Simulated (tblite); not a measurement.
Input of a run (GFN2-xTB geometry optimisation, gas phase (tblite 0.8.0)), started from a force field or distance geometry:
```
{"job": {"kind": "relax", "xc": "GFN2-xTB", "basis": "xTB"}, "charge": 0, "multiplicity": 1}
C      2.661400     1.741200     0.202000
C      2.300700     0.490700     0.493100
C      1.694500    -0.478200    -0.465400
P      0.081500    -1.065600     0.117700
P     -0.654200    -2.359300    -1.451800
S      0.157800    -2.196600     1.719400
C     -1.002400     0.396300     0.217000
C     -2.419100     0.066500     0.685000
C     -1.072700     1.202800    -1.070900
H      3.106600     2.383500     0.956300
H      2.499600     2.163800    -0.788000
H      2.494700     0.111800     1.511100
H      1.565200    -0.017200    -1.447400
H      2.364100    -1.330400    -0.595400
H     -1.756300    -2.880200    -0.744500
H      0.194100    -3.454700    -1.178600
H     -0.560400     1.044900     0.991100
H     -3.028900     0.965500     0.780200
H     -2.928400    -0.599900    -0.022300
H     -2.412600    -0.434300     1.660700
H     -0.090800     1.548000    -1.384400
H     -1.507800     0.621900    -1.888200
H     -1.691200     2.106800    -0.924000
```

Output (eV, eV/Å):
```
step      E/eV     max force
  0    -769.09675    2.141
  1    -769.23039    1.048
  2    -769.29575    0.768
  3    -769.32499    0.602
  4    -769.34065    0.355
  5    -769.35376    0.360
  6    -769.36069    0.312
  7    -769.36874    0.216
  8    -769.37705    0.238
  9    -769.38483    0.230
 10    -769.39099    0.208
 11    -769.39618    0.145
 12    -769.40065    0.157
 13    -769.40436    0.170
 14    -769.40756    0.164
 15    -769.41052    0.142
 16    -769.41317    0.107
 17    -769.41521    0.095
 18    -769.41679    0.119
 19    -769.41834    0.102
 20    -769.42001    0.086
 21    -769.42144    0.081
 22    -769.42239    0.079
 23    -769.42302    0.055
 24    -769.42354    0.049
 25    -769.42403    0.048
 26    -769.42448    0.046
 27    -769.42488    0.048
 28    -769.42529    0.043
 29    -769.42577    0.053
 30    -769.42631    0.083
 31    -769.42683    0.084
 32    -769.42726    0.053
 33    -769.42760    0.057
 34    -769.42792    0.049
 35    -769.42827    0.074
 36    -769.42860    0.067
 37    -769.42888    0.041
 38    -769.42912    0.042
 39    -769.42938    0.055
 40    -769.42965    0.064
 41    -769.42986    0.043
 42    -769.42998    0.023
 43    -769.43006    0.021
 44    -769.43016    0.038
 45    -769.43029    0.042
 46    -769.43041    0.030
 47    -769.43051    0.024
 48    -769.43061    0.029
 49    -769.43073    0.043
 50    -769.43085    0.042
 51    -769.43095    0.026
 52    -769.43102    0.018
 53    -769.43108    0.022
 54    -769.43116    0.032
 55    -769.43125    0.033
 56    -769.43134    0.022
 57    -769.43142    0.021
 58    -769.43150    0.025
 59    -769.43158    0.032
 60    -769.43167    0.029
 61    -769.43175    0.020
 62    -769.43185    0.025
 63    -769.43197    0.029
 64    -769.43211    0.034
 65    -769.43224    0.029
 66    -769.43234    0.021
 67    -769.43243    0.021
 68    -769.43252    0.020
 69    -769.43258    0.018
 70    -769.43262    0.013
 71    -769.43264    0.012
 72    -769.43266    0.013
 73    -769.43269    0.014
 74    -769.43273    0.019
 75    -769.43280    0.024
 76    -769.43287    0.025
 77    -769.43295    0.016
 78    -769.43301    0.020
 79    -769.43309    0.022
 80    -769.43318    0.024
 81    -769.43329    0.024
 82    -769.43341    0.026
 83    -769.43355    0.033
 84    -769.43373    0.037
 85    -769.43392    0.032
 86    -769.43406    0.024
 87    -769.43416    0.020
 88    -769.43426    0.028
 89    -769.43439    0.036
 90    -769.43452    0.031
 91    -769.43462    0.024
 92    -769.43467    0.015
 93    -769.43470    0.013
 94    -769.43474    0.014
 95    -769.43478    0.017
 96    -769.43481    0.018
 97    -769.43485    0.017
 98    -769.43492    0.024
 99    -769.43498    0.021
100    -769.43503    0.012
101    -769.43505    0.010
```

Problem. Summarise the run.

Solution. The energy falls by 7.8 kcal/mol over 101 L-BFGS steps, the largest force on an atom goes from 2.14 to 0.010 eV/Å, and the atoms move by 0.176 Å rms after alignment. The bond that changes most is C3–P4 (ends: sp3 carbon bound to phosphorus; phosphorus bonded to 2 C, P and S), which lengthens by 0.049 Å. Bonds longer at the end by more than 0.005 Å: 3 of 22; shorter: 10. Among the angles that change most is P5–P4–S6, from 105.1° to 117.1°. Among the dihedrals that turn most is C7–P4–P5–H15, from -76° to -94°. The energy never rose by more than 1e-5 eV on the way. The first step brought 40 % of the lowering.

Problem. What are the final bond lengths?

Solution. C1=C2 1.320 Å, C2–C3 1.489 Å, C3–P4 1.862 Å, P4–P5 2.206 Å, P4=S6 1.948 Å, P4–C7 1.865 Å, C7–C8 1.523 Å, C7–C9 1.520 Å, C1–H10 1.076 Å, C1–H11 1.079 Å, C2–H12 1.083 Å, C3–H13 1.092 Å, C3–H14 1.096 Å, P5–H15 1.391 Å, P5–H16 1.393 Å, C7–H17 1.098 Å, C8–H18 1.088 Å, C8–H19 1.092 Å, C8–H20 1.090 Å, C9–H21 1.087 Å, C9–H22 1.091 Å, C9–H23 1.089 Å. Numbering counts from 1 in the input's order; the species is `C=CC[P@@](P)(=S)C(C)C`.

The run took 0.93 s of wall time on an Arm Neoverse V2 with one thread, shared host with 192 logical CPUs at a one-minute load of 64.

Its GFN2-xTB frequencies are all real (lowest 47 cm⁻¹). The numbers are those of one conformer.

All values are computed, not measured.
